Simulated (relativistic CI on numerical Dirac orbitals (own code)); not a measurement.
# Calculated levels, Tm II

Computed by Dirac-Coulomb-Breit CI, KLI orbitals optimised for each configuration, QED by a radiative potential, valence Slater integrals scaled by 0.85, P86 correlation estimate, and configurations built on the next ion tied to the tabulated ionisation energy (semi-empirical) (own radial code, finite nucleus).

CI space (outside the closed core [Xe]): 4f13 6s, 4f12 6s2, 4f12 6s 5d, 4f13 5d, 4f13 6p, 4f13 6d, 4f13 7s, 4f13 5f, 4f13 6f, 4f12 5d2, 4f12 5d 6p, 4f12 6s 6p, 4f11 6s 5d2, 4f12 6p2, 4f12 5d 6d, 4f11 6s2 5d, 4f14, 4f13 7p, 4f12 6s 7s, 4f13 8s, 4f12 6s 7p, 4f12 5d 7s, 4f13 7d, 4f13 8p. Levels of other configurations are missing.

| No. | Configuration | Term | J | E (cm⁻¹) | % | Next component (%) | Landé g |
| --- | --- | --- | --- | --- | --- | --- | --- |
| 41 | 4f12 6s 5d‡ | 5K | 7 | 14460.1 | 48 | 25 3I | 1.097 |
| 42 | 4f12 6s 5d‡ | 5F | 3 | 14489.1 | 40 | 18 3F | 1.116 |
| 43 | 4f12 6s 5d‡ | 3K | 6 | 14536.1 | 40 | 21 3I | 1.014 |
| 44 | 4f12 6s 5d‡ | 3G | 5 | 14692.4 | 36 | 26 5F | 1.182 |
| 45 | 4f12 6s2 | 3F | 3 | 14755.8 | 36 | 17 4f12 6s 5d 5G | 1.105 |
| 46 | 4f12 6s2 | 3F | 3 | 14982.7 | 51 | 19 4f12 6s 5d 5G | 1.073 |
| 47 | 4f12 6s 5d‡ | 5H | 7 | 15041.7 | 37 | 24 3I | 1.149 |
| 48 | 4f12 6s 5d‡ | 3K | 8 | 15456.2 | 48 | 43 5K | 1.147 |
| 49 | 4f12 6s2 | 3F | 2 | 15576.4 | 63 | 16 1D | 0.781 |
| 50 | 4f12 5d2‡ | 5D | 4 | 15857.9 | 76 | 11 5F | 1.438 |
| 51 | 4f12 6s 5d‡ | 3F | 2 | 16170.6 | 25 | 22 5G | 0.862 |
| 52 | 4f12 6s 5d‡ | 3F | 4 | 16399.3 | 33 | 13 3G | 1.193 |
| 53 | 4f12 6s 5d‡ | 5G | 4 | 16928.7 | 30 | 29 1G | 1.107 |
| 54 | 4f12 6s 5d‡ | 3G | 5 | 16967.1 | 39 | 25 1H | 1.099 |
| 55 | 4f12 6s 5d‡ | 3G | 3 | 17091.3 | 33 | 14 5P | 1.059 |
| 56 | 4f12 6s 5d‡ | 5I | 5 | 17105.1 | 34 | 20 1H | 0.977 |
| 57 | 4f12 6s 5d‡ | 3H | 6 | 17135.7 | 38 | 19 1I | 1.087 |
| 58 | 4f12 6s 5d‡ | 3H | 6 | 17230.0 | 37 | 19 5I | 1.091 |
| 59 | 4f12 6s 5d‡ | 3P | 2 | 17513.9 | 23 | 20 1D | 1.055 |
| 60 | 4f12 6s 5d‡ | 3G | 5 | 17565.3 | 52 | 19 5G | 1.196 |
| 61 | 4f12 6s 5d‡ | 5H | 4 | 17769.4 | 33 | 26 3H | 0.890 |
| 62 | 4f12 5d2‡ | 5H | 7 | 17814.3 | 70 | 24 5I | 1.250 |
| 63 | 4f12 6s 5d‡ | 3F | 3 | 17889.2 | 18 | 17 5G | 1.041 |
| 64 | 4f12 6s 5d‡ | 5D | 4 | 17966.1 | 23 | 17 3F | 1.160 |
| 65 | 4f12 6s 5d‡ | 3K | 7 | 18109.4 | 32 | 26 5I | 1.107 |
| 66 | 4f12 5d2‡ | 5H | 6 | 18112.7 | 45 | 33 5G | 1.228 |
| 67 | 4f12 6s 5d‡ | 5H | 5 | 18125.0 | 40 | 30 3I | 1.008 |
| 68 | 4f12 6s 5d‡ | 3F | 3 | 18188.4 | 34 | 19 3G | 0.965 |
| 69 | 4f12 5d2‡ | 5F | 5 | 18266.1 | 58 | 23 5G | 1.319 |
| 70 | 4f12 6s 5d‡ | 5H | 6 | 18460.8 | 36 | 24 5I | 1.124 |
| 71 | 4f12 6s 5d‡ | 3K | 7 | 18683.5 | 45 | 25 3I | 1.088 |
| 72 | 4f12 6s 5d‡ | 5F | 1 | 18762.5 | 58 | 14 5D | 0.501 |
| 73 | 4f12 5d2‡ | 5I | 8 | 19003.3 | 75 | 15 5K | 1.215 |
| 74 | 4f12 5d2‡ | 5L | 10 | 19236.2 | 98 | 1 3M | 1.198 |
| 75 | 4f12 5d2‡ | 5L | 9 | 19260.5 | 59 | 32 3L | 1.132 |
| 76 | 4f12 6s 5d‡ | 5K | 5 | 19336.3 | 40 | 21 3H | 0.861 |
| 77 | 4f12 6s 5d‡ | 3F | 2 | 19545.0 | 40 | 17 5D | 0.950 |
| 78 | 4f12 5d2‡ | 3L | 8 | 19587.3 | 40 | 23 5L | 1.049 |
| 79 | 4f12 6s 5d‡ | 3G | 4 | 19710.8 | 48 | 12 4f12 5d2 3G | 1.054 |
| 80 | 4f12 6s 5d‡ | 3K | 6 | 19857.6 | 25 | 23 3H | 1.029 |
| 81 | 4f12 5d2‡ | 5D | 3 | 20004.1 | 51 | 18 5F | 1.329 |
| 82 | 4f12 5d2‡ | 5H | 5 | 20016.9 | 22 | 18 3H | 1.124 |
| 83 | 4f12 6s 5d‡ | 5G | 2 | 20120.6 | 39 | 24 3F | 0.753 |
| 84 | 4f12 5d2‡ | 5G | 6 | 20442.5 | 31 | 17 3I | 1.149 |
| 85 | 4f12 6s2 | 1G | 4 | 20447.2 | 38 | 25 3H | 1.010 |
| 86 | 4f12 5d2‡ | 5I | 7 | 20492.1 | 20 | 17 3I | 1.122 |
| 87 | 4f12 5d2‡ | 5F | 4 | 20538.5 | 19 | 17 5G | 1.140 |
| 88 | 4f12 6s 5d‡ | 3F | 3 | 20581.3 | 18 | 13 1F | 1.134 |
| 89 | 4f12 6s 5d‡ | 3I | 6 | 20669.7 | 44 | 17 4f12 5d2 5G | 1.100 |
| 90 | 4f12 6s 5d‡ | 3H | 4 | 20707.3 | 25 | 21 5I | 0.919 |
| 91 | 4f12 6s 5d‡ | 3H | 5 | 20719.2 | 39 | 8 4f12 5d2 3H | 1.068 |
| 92 | 4f12 6s 5d‡ | 5G | 3 | 20768.3 | 35 | 28 5H | 0.896 |
| 93 | 4f12 6s 5d‡ | 5H | 7 | 20963.7 | 37 | 25 3K | 1.129 |
| 94 | 4f12 6s 5d‡ | 3H | 5 | 21230.4 | 29 | 19 3I | 1.050 |
| 95 | 4f12 6s 5d‡ | 3G | 4 | 21288.0 | 18 | 17 5I | 0.986 |
| 96 | 4f12 5d2‡ | 5K | 9 | 21359.3 | 83 | 16 3L | 1.203 |
| 97 | 4f12 5d2‡ | 3K | 8 | 21594.4 | 39 | 36 5K | 1.120 |
| 98 | 4f12 5d2‡ | 3K | 7 | 21765.3 | 28 | 23 1K | 1.064 |
| 99 | 4f12 6s 5d‡ | 5G | 3 | 21822.6 | 24 | 22 3F | 1.098 |
| 100 | 4f12 6s 5d‡ | 3F | 4 | 21899.5 | 34 | 22 5G | 1.118 |
| 101 | 4f12 6s 5d‡ | 5G | 2 | 21949.5 | 40 | 16 3D | 0.801 |
| 102 | 4f12 6s 5d‡ | 5G | 6 | 21977.4 | 27 | 26 3H | 1.141 |
| 103 | 4f12 6s 5d‡ | 3G | 5 | 22097.2 | 22 | 21 3H | 1.140 |
| 104 | 4f12 5d2‡ | 3P | 2 | 22306.4 | 31 | 17 5D | 1.390 |
| 105 | 4f12 6s 5d‡ | 5D | 1 | 22444.8 | 35 | 31 5F | 0.764 |
| 106 | 4f12 6s 6p‡ | 5G° | 6 | 22514.9 | 67 | 14 5H° | 1.277 |
| 107 | 4f12 6s 5d‡ | 5F | 2 | 22643.0 | 30 | 24 3F | 0.983 |
| 108 | 4f12 6s 5d‡ | 5F | 3 | 22694.4 | 57 | 10 3D | 1.191 |
| 109 | 4f12 6s 5d‡ | 5D | 0 | 22716.1 | 92 | 8 3P |  |
| 110 | 4f12 6s 5d‡ | 5F | 4 | 22841.0 | 45 | 20 5G | 1.219 |

Energies count from the lowest computed level; ° marks odd parity. ‡ marks configurations that were not tied to measured data.

The mean weight of the leading LS term, summed over parents, in these 70 levels is 41 %, and that of the leading jj configuration (from the same eigenvectors) 52 %, so jj coupling describes them better and the LS labels are nominal.

Configurations that consist of the next ion and one excited electron were tied to the tabulated ionisation energy; Rydberg ones are usually within 1,000 to 3,000 cm⁻¹ and the lowest ones within about 6,000 (9,000 in d shells), while levels on excited terms of the next ion carry the error of that term, and the other configurations can be misplaced by 10,000 cm⁻¹ or more. Rates follow the energies as ν³ (E1, M1) or ν⁵ (E2), so rates, branching and lifetimes can be off by large factors. The fine structure of a lone outer electron comes out too small, for d and f at times inverted, and misplaced configurations move strength between like terms. 16 of the 38 excited levels that our extract of the measured tables holds in this range could be paired (the sources list more); they are missed by 5467 cm⁻¹ on average and 19457 at most, and levels without a partner can miss by more. Some levels of the ground configuration have no partner and can miss by 10 % or more. The computed lowest level isn't the tabulated ground level, which NIST ASD gives as 4f13 (2F*<7/2>) 6s<1/2> (7/2,1/2)°4.

LS names give the leading component of a level, which can be under half, so a name can repeat, a term be missing and a line seem to break the LS rules.
